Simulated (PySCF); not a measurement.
SMILES C(=Cc1cccs1)c1ccco1, singlet (GFN2-xTB optimised geometry):

```
20

C      0.832    -0.053     0.000
C     -0.513    -0.111     0.000
C     -1.377     1.025     0.000
C     -2.750     1.025     0.000
C     -3.310     2.315     0.000
C     -2.366     3.294     0.001
S     -0.770     2.660     0.000
C      1.688    -1.199    -0.001
C      3.063    -1.273    -0.001
C      3.388    -2.645    -0.001
C      2.199    -3.310    -0.001
O      1.169    -2.452    -0.001
H      1.337     0.903     0.000
H     -1.004    -1.074    -0.001
H     -3.334     0.121     0.000
H     -4.368     2.510     0.000
H     -2.507     4.357     0.001
H      3.744    -0.446    -0.001
H      4.368    -3.078    -0.001
H      1.965    -4.357    -0.002
```

Computed with B3LYP/def2-SVP (PySCF).

**Question.** What are the frontier orbital energies and the dipole moment?

**Answer.** HOMO-2 -7.01 eV, HOMO-1 -6.95 eV, HOMO -5.28 eV, LUMO -1.60 eV, LUMO+1 0.31 eV; dipole moment 0.31 D.

Meta-Löwdin charges at B3LYP/def2-SVP: C1 -0.12, C2 -0.10, C3 -0.09, C4 -0.14, C5 -0.13, C6 -0.23, S7 0.24, C8 0.17, C9 -0.17, C10 -0.16, C11 0.05, O12 -0.24, H13 0.11, H14 0.11, H15 0.11, H16 0.11, H17 0.12, H18 0.12, H19 0.12, H20 0.12.
